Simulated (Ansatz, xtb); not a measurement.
Two isomers of C5H3BrClF

Structure a is `F[C@@H]1C=C(Cl)C(Br)=C1`, a singlet and structure b is `FC1=C(Br)C=C(Cl)C1`, a singlet. Both are isolated molecules in the gas phase, relaxed with r2SCAN-D4/def2-SVP.

Energies in hartree; the thermal terms are from GFN2-xTB frequencies at re-optimised GFN2-xTB minima (ideal gas, soft modes damped towards free rotors, one conformer each, 298.15 K, 1 atm) and include the zero-point energy:

|  | a | b |
| --- | --- | --- |
| E, CCSD(T)/def2-SVP | −3322.969768 | −3322.977422 |
| E, MP2/def2-SVP | −3322.887136 | −3322.896056 |
| E, MP2/def2-TZVPP | −3324.000993 | −3324.007115 |
| zero-point energy | 0.063368 | 0.063586 |
| H(298 K) − E | 0.071933 | 0.072245 |
| G(298 K) − E | 0.029248 | 0.029503 |

Question: Correct the CCSD(T) difference for the basis set by the MP2 change, then work out ΔE, ΔE₀, ΔH and ΔG for a → b in kcal/mol (1 Eh = 627.51 kcal/mol) and the equilibrium ratio [b]/[a].

Answer: 1. Differences b − a: CCSD(T) −0.007654, MP2 in the small set −0.008920, MP2 in the large set −0.006122 Eh.
2. ΔE = −0.007654 + (−0.006122 − (−0.008920)) = −0.004856 Eh = −3.05 kcal/mol.
3. ΔE₀ = ΔE + ΔZPE = −0.004856 + (+0.000218) Eh = −2.91 kcal/mol.
4. ΔH = ΔE + (+0.000312) Eh = −2.85 kcal/mol.
5. ΔG = ΔE + (+0.000255) Eh = −2.89 kcal/mol, so ΔS = (ΔH − ΔG)/T = +0.5 J/(mol K).
6. kT = 0.9442 mEh, so K = [b]/[a] = exp(−ΔG/kT) = exp(+4.87) ≈ 130.

Structure b is favoured at this temperature. An error of 1 kcal/mol in ΔG would change K by a factor of 5.4. Mirror images and further conformers aren't counted.

As drawn, both hold the same kinds of bond in the same numbers.

Other levels gave ΔE = −6.7 (GFN2-xTB); −10.8 (HF/STO-3G, GFN2-xTB geometries); −6.8 (r2SCAN-D4/def2-SVP//GFN2-xTB); −6.6 (r2SCAN-D4/def2-SVP); −4.0 (HF/def2-SVP); −5.6 (MP2/def2-SVP); −4.8 (CCSD(T)/def2-SVP) kcal/mol. The correlated steps freeze 20 core orbitals; the filled d shell of Br is correlated, in a basis made for valence electrons. Programs: Ansatz 0.2.0, xtb 6.7.1.
